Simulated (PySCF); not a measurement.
CH₅AlClN. Atoms are numbered in the order given.

```xyz
9

Al    -0.0702    -0.3936     0.0000
Cl     0.2199     1.7081     0.0000
C      1.4539    -1.6008     0.0000
H      2.0891    -1.4283     0.8852
H      1.1519    -2.6608     0.0000
H      2.0891    -1.4283    -0.8852
N     -1.7524    -0.9381     0.0000
H     -2.0530    -1.9082     0.0000
H     -2.5606    -0.3228     0.0000
```
Charge 0, spin multiplicity 1.

The structure is a stationary point at B3LYP-D3(BJ)/def2-SVP. One conformer was computed; it need not be the lowest.

Level of theory: IEF-PCM-B3LYP/def2-SVP (PySCF).

The values are the electrostatic part of the solvation free energy, E(continuum) − E(gas) at the gas-phase geometry, in a cavity of scaled van der Waals radii (PySCF's table); cavitation and dispersion terms are not included. A continuum can't describe solvent molecules that bind to the metal. In vacuum the orbital gap is 7.09 eV. The dipole moment in vacuum is 2.42 D.

Question: Estimate the values in water (ε = 78.36), chlorobenzene (ε = 5.70), diethylether (ε = 4.24). (The exact figures need the calculation; the answer reports its results.)

Answer: 
```tsv
solvent	ε	ΔG(elec) (kcal/mol)	dipole (D)	gap (eV)
water	78.36	-4.7	2.97	7.13
chlorobenzene	5.70	-3.6	2.84	7.12
diethylether	4.24	-3.2	2.80	7.12
```
